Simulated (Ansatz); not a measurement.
Calculated with Ansatz (gas phase, PBE0-D4/def2-TZVP geometries, no zero-point term in ΔE). CBS: MP2 limit from def2 TZ/QZ plus the TZ coupled-cluster correction, frozen cores. This one scheme is used for every species. Functionals use def2-TZVPP. For Ge outer-core shells are correlated without core-valence functions, which leaves a few kJ/mol of doubt a bond. Scalar relativity is left out up to krypton. Each species was taken in one conformer, which may not be the lowest.

`C=N[CH](O)[GeH3]` + H₂ → `O[CH2][GeH3]` + `C=N`  (hydrogenolysis of a C–N bond)

```
             level  ΔE (kJ/mol)
           PBE0-D4        -44.5
          PBE-QIDH        -49.6
       HF/def2-SVP        -71.8
SCS-MP2/def2-TZVPP        -49.4
```

(1) What does CCSD(T)/CBS give? (An estimate is asked.)

Largest T1 diagnostic among the species: 0.012.

## Answers

(1) Computed: -48.0 kJ/mol. The listed levels differ from it by 3.5, -1.6, -23.8, -1.4 kJ/mol.

From PBE to PBE0 (25 % exact exchange), in def2-TZVPP and without D4, ΔE moves by −7.8 kJ/mol. Leaving LDA and LC-ωPBE aside and taking each functional with its dispersion term where it has one, the values, not all of them listed here, spread over 21.7 kJ/mol, from BHLYP-D4 to revPBE-D4. LDA lies +19.1 kJ/mol from PBE without D4.

CCSD(T)/CBS has its own doubt, a few kJ/mol and more with outer-core shells, so smaller differences from it don't rank the levels.
